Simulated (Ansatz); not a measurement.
Z-matrix (Å, degrees):
```
C
N 1 1.465
H 1 1.090 2 108.9
H 1 1.093 2 112.8 3 121.2
H 1 1.090 2 108.9 3 -117.5
Ga 2 2.160 1 114.9 3 58.8
H 2 1.014 1 110.8 3 -62.2
H 2 1.014 1 110.8 3 179.7
C 6 1.994 2 100.0 1 -60.6
C 6 1.994 2 100.0 1 60.6
H 6 1.594 2 96.4 1 180.0
H 9 1.094 6 112.4 2 70.0
H 9 1.094 6 109.9 2 -171.0
H 9 1.094 6 112.3 2 -52.4
H 10 1.094 6 109.9 2 171.0
H 10 1.094 6 112.3 2 52.4
H 10 1.094 6 112.4 2 -70.0
```

Total charge 0; spin multiplicity 1.

Question: List the PBE0/def2-TZVPP orbital energies in eV (the Gaussian-basis code of Ansatz). (Estimate.)

Answer: The calculation gave: Occupied: -10145.25, -1251.12, -1107.28, -1107.21, -1107.20, -392.84, -279.51, -276.79, -276.79, -149.41, -102.38, -102.19, -102.16, -26.35, -21.56, -21.43, -21.42, -21.33, -21.32, -19.74, -18.32, -18.00, -15.37, -13.90, -12.99, -11.49, -11.09, -10.44, -10.34, -10.19, -10.11, -8.53, -6.98, -6.84. Lowest empty: 0.27, 1.12, 1.41, 1.98, 2.30, 2.46, 3.03, 3.23.
